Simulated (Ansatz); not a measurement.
Consider the redistribution: `O[SiH2]O[SiH](O)O` + `O=[CH][GeH3]` → `O=C[SiH](O)O` + `O[SiH2][O][GeH3]`.

Program: Ansatz. Geometries: PBE0-D4/def2-TZVP. ΔE: electronic, gas phase. CCSD(T)/CBS adds triple-zeta CCSD(T) − MP2 to the extrapolated MP2 energy (def2 sets, frozen cores). For Ge outer-core shells are correlated without core-valence functions, which leaves a few kJ/mol of doubt a bond. Scalar relativity is left out up to krypton. Each species was taken in one conformer, which may not be the lowest.

```json
{"species": "`O[SiH2]O[SiH](O)O`", "CCSD/CBS(def2) energy (Eh)": "-882.68859"}
{"species": "`O=[CH][GeH3]`", "CCSD/CBS(def2) energy (Eh)": "-2191.66989"}
{"species": "`O=C[SiH](O)O`", "CCSD/CBS(def2) energy (Eh)": "-555.09819"}
{"species": "`O[SiH2][O][GeH3]`", "CCSD/CBS(def2) energy (Eh)": "-2519.22500"}
```

Problem. Work out ΔE.

Solution. ΔE = (-555.09819) + (-2519.22500) − (-882.68859) − (-2191.66989) = 0.03529 Eh = +0.96 eV. CCSD(T)/CBS gives +0.95 eV.

Largest T1 diagnostic among the species: 0.014.
